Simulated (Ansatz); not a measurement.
Computed with Ansatz on PBE0-D4/def2-TZVP structures; ΔE is electronic, products minus reactants. CBS: MP2 limit from def2 TZ/QZ plus the TZ coupled-cluster correction, frozen cores. DFT in def2-TZVPP. B3LYP here is the variant with VWN-RPA as its local correlation; programs differ in this. Elements past krypton have def2 core potentials. For Sb, Sn outer-core shells are correlated without core-valence functions, which leaves a few kJ/mol of doubt a bond. One conformer a species, not always the lowest.

`[NH2][SnH2][CH2]O` + `[NH2][SbH2]` → `[NH2][SbH][CH2]O` + `[NH2][SnH3]`  (formal exchange of groups at a C–Sn bond)

| level | ΔE (kJ/mol) |
| --- | --- |
| r2SCAN-D4 | -3.9 |
| B3LYP-D4 | -5.0 |
| ωB97X-V | -5.8 |
| MP2/def2-QZVPP | -7.6 |

(1) What does CCSD(T)/CBS give? (Best estimate.)

Largest T1 diagnostic among the species: 0.013.

Results:

(1) Ansatz gave: -6.0 kJ/mol. The listed levels differ from it by 2.1, 1.0, 0.2, -1.6 kJ/mol.

CCSD(T)/CBS has its own doubt, a few kJ/mol and more with outer-core shells, so smaller differences from it don't rank the levels.
